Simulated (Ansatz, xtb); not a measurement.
Two isomers of C3H6Ge

Structure I is `CC#[C][GeH3]`, a singlet and structure II is `C#[C][GeH2][CH3]`, a singlet. Both are isolated molecules in the gas phase, relaxed with r2SCAN-D4/def2-SVP.

Task: Which of the two would you expect CCSD(T)/def2-SVP + ΔMP2/def2-TZVPP electronic energies to favour?

Result: Not settled: CCSD(T)/def2-SVP + ΔMP2/def2-TZVPP gives E(II) − E(I) = −0.112 eV, but this leans on the basis-set step: CCSD(T) alone gives +0.040 eV.

How the difference moves with the method:

```tsv
level	geometry	E(II) − E(I) (eV)	departure from the last row (eV)	job, with rough time for the two
GFN2-xTB	GFN2-xTB	+0.474	+0.586	optimisation, 0.15 s
HF/STO-3G	GFN2-xTB	+0.048	+0.160	single point, 0.52 s
r2SCAN-D4/def2-SVP//GFN2-xTB	GFN2-xTB	+0.067	+0.179	single point, 2.9 s
r2SCAN-D4/def2-SVP	r2SCAN-D4/def2-SVP	+0.081	+0.193	optimisation, 23 s
HF/def2-SVP	r2SCAN-D4/def2-SVP	+0.077	+0.189	part of the CCSD(T) run
MP2/def2-SVP	r2SCAN-D4/def2-SVP	+0.024	+0.136	part of the CCSD(T) run
CCSD(T)/def2-SVP	r2SCAN-D4/def2-SVP	+0.040	+0.152	single point
CCSD(T)/def2-SVP + ΔMP2/def2-TZVPP	r2SCAN-D4/def2-SVP	−0.112		single point, 23 s
```

As drawn, II has 1 C–Ge, 1 C–H in place of 1 C–C, 1 Ge–H.

GFN2-xTB, HF/STO-3G, r2SCAN-D4/def2-SVP//GFN2-xTB, r2SCAN-D4/def2-SVP, HF/def2-SVP, MP2/def2-SVP, CCSD(T)/def2-SVP put the two in the other order. The largest departure from CCSD(T)/def2-SVP + ΔMP2/def2-TZVPP is that of GFN2-xTB, 0.586 eV. A small imaginary or near-zero mode remains, so no thermal terms are given. The last row adds to CCSD(T) the change of the MP2 difference between the two basis sets, here −0.152 eV, a large step that makes the value less sure.

The correlated steps freeze 12 core orbitals; the filled d shell of Ge is correlated, in a basis made for valence electrons. Codes used: Ansatz 0.2.0, xtb 6.7.1; the last row on 2 threads of Intel(R) Xeon(R) Processor @ 2.70GHz on a shared host.
